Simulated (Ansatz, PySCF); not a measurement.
Gas-phase reaction (SMILES): CSB(C)C + F (HF) -> CB(C)F + CS (CH4S); hydrogen fluoride cleaves one B-S bond, a model of a ligand-exchange step.

Each molecule is optimised on its own at B3LYP-D3(BJ)/def2-TZVP (Ansatz, a program for electronic structure), one conformer each, not searched for the lowest. Correlated levels leave the core frozen unless marked. Spin-orbit coupling is left out. Non-relativistic. CBS marks a two-point X^-3 extrapolation of the correlation energy; Hartree-Fock from the larger set. The bracket is a focal-point correction in the basis named. Thermal terms are rigid-rotor harmonic-oscillator values from B3LYP-D3(BJ) frequencies (Ansatz or PySCF) at 298.15 K and 1 atm. 1 Eh = 627.5095 kcal/mol.

| species | E, RI-MP2/CBS(aug-cc-pV(T+d)Z,aug-cc-pV(Q+d)Z)+[CCSD(T)-MP2]/aug-cc-pV(T+d)Z (Ansatz) (Eh) | E, PBE/def2-TZVPD (Ansatz) (Eh) | H - E (Eh) | G - E (Eh) |
|---|---|---|---|---|
| CSB(C)C | -542.19245 | -542.49751 | 0.12535 | 0.08389 |
| F (HF) | -100.39388 | -100.39521 | 0.01259 | -0.00713 |
| CB(C)F | -204.38178 | -204.41872 | 0.08606 | 0.04998 |
| CS (CH4S) | -438.22550 | -438.49519 | 0.05042 | 0.02163 |

Task: Work out ΔE and ΔH, ΔG, ΔS and the equilibrium constant at 298.15 K at the first level, then ΔH at the second.

Result: 
1. ΔE = [(-204.38178) + (-438.22550)] - [(-542.19245) + (-100.39388)] = -0.02095 Eh = -13.1 kcal/mol at RI-MP2/CBS(aug-cc-pV(T+d)Z,aug-cc-pV(Q+d)Z)+[CCSD(T)-MP2]/aug-cc-pV(T+d)Z.
2. The terms H - E add up to -0.00146 Eh, so ΔH = (-0.02095 + (-0.00146))×627.5095 = -14.1 kcal/mol.
3. The terms G - E add up to -0.00515 Eh, so ΔG = -16.4 kcal/mol, and ΔS = (-0.00146 - (-0.00515))×627509.5/298.15 = 7.8 cal/(mol K).
4. log10 K = -ΔG/(RT ln 10) = 12.0, with RT ln 10 = 1.3642 kcal/mol.
5. At PBE/def2-TZVPD the same steps give ΔE = -13.3 and ΔH = -14.2 kcal/mol, a shift of -0.1 from the first level.
6. These values are not checked against measurement here, since the tables used lack a sound gas-phase enthalpy of formation for at least one species.
